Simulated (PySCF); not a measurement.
CH11NSi4, SMILES [SiH2]1C[SiH2][SiH]1[SiH2]N.

Coordinates come from a PBE-D3(BJ)/def2-SVP optimisation. This is a generated structure with no PubChem entry under its InChIKey; it may be hypothetical. One conformer was computed; it need not be the lowest.

Two levels are set side by side: PBE/def2-TZVP (PySCF) and CAM-B3LYP/def2-TZVP (PySCF). Same geometry, gas phase. Differences are taken from unrounded values.

```json
[
 {"quantity": "orbital gap (eV)", "CAM-B3LYP": "8.68", "PBE": "4.59", "PBE minus CAM-B3LYP": "-4.09"},
 {"quantity": "highest occupied level (eV)", "CAM-B3LYP": "-8.32", "PBE": "-5.99", "PBE minus CAM-B3LYP": "2.33"},
 {"quantity": "lowest empty level (eV)", "CAM-B3LYP": "0.35", "PBE": "-1.41", "PBE minus CAM-B3LYP": "-1.76"},
 {"quantity": "dipole moment (D)", "CAM-B3LYP": "1.05", "PBE": "1.07", "PBE minus CAM-B3LYP": "0.02"}
]
```

Without exact exchange PBE keeps part of each electron's self-repulsion, which lifts occupied levels and narrows the gap. Differences between two approximate levels are no errors against the true value.

Rough cost on one machine, each run with all the roots and properties that it gave: CAM-B3LYP against PBE within a factor of 2.
